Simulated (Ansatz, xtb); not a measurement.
Relative energy of two isomers of C6H4FN

Structure X is `C#Cc1ccc(F)[nH]1`, a singlet and structure Y is `C#Cc1c[nH]cc1F`, a singlet. Both are isolated molecules in the gas phase, relaxed with B3LYP/def2-SVP.

Energies in hartree; the thermal terms are from GFN2-xTB frequencies at re-optimised GFN2-xTB minima (ideal gas, soft modes damped towards free rotors, one conformer each, 298.15 K, 1 atm) and include the zero-point energy:

```
                              X           Y
E, CCSD(T)/def2-SVP  −384.230958  −384.228253
    E, MP2/def2-SVP  −384.154294  −384.150903
  E, MP2/def2-TZVPP  −384.855151  −384.851761
  zero-point energy     0.081280     0.081310
       H(298 K) − E     0.089242     0.089274
       G(298 K) − E     0.050148     0.050169
```

Q: Correct the CCSD(T) difference for the basis set by the MP2 change, then work out ΔE, ΔE₀, ΔH and ΔG for X → Y in kJ/mol (1 Eh = 2625.50 kJ/mol) and the equilibrium ratio [Y]/[X].

A: 1. Differences Y − X: CCSD(T) +0.002705, MP2 in the small set +0.003391, MP2 in the large set +0.003390 Eh.
2. ΔE = +0.002705 + (+0.003390 − (+0.003391)) = +0.002704 Eh = +7.10 kJ/mol.
3. ΔE₀ = ΔE + ΔZPE = +0.002704 + (+0.000030) Eh = +7.18 kJ/mol.
4. ΔH = ΔE + (+0.000032) Eh = +7.18 kJ/mol.
5. ΔG = ΔE + (+0.000021) Eh = +7.15 kJ/mol, so ΔS = (ΔH − ΔG)/T = +0.1 J/(mol K).
6. kT = 0.9442 mEh, so K = [Y]/[X] = exp(−ΔG/kT) = exp(−2.89) ≈ 0.056.

Structure X is favoured at this temperature. An error of 4 kJ/mol in ΔG would change K by a factor of 5. Mirror images and further conformers aren't counted.

As drawn, both hold the same kinds of bond in the same numbers.

Other levels gave ΔE = +13.0 (GFN2-xTB); +9.0 (HF/STO-3G, GFN2-xTB geometries); +12.0 (r2SCAN-D4/def2-SVP, GFN2-xTB geometries); +10.6 (B3LYP/def2-SVP); +9.4 (HF/def2-SVP); +8.9 (MP2/def2-SVP); +7.1 (CCSD(T)/def2-SVP) kJ/mol. The correlated steps freeze 8 core orbitals. Programs: Ansatz 0.2.0, xtb 6.7.1.
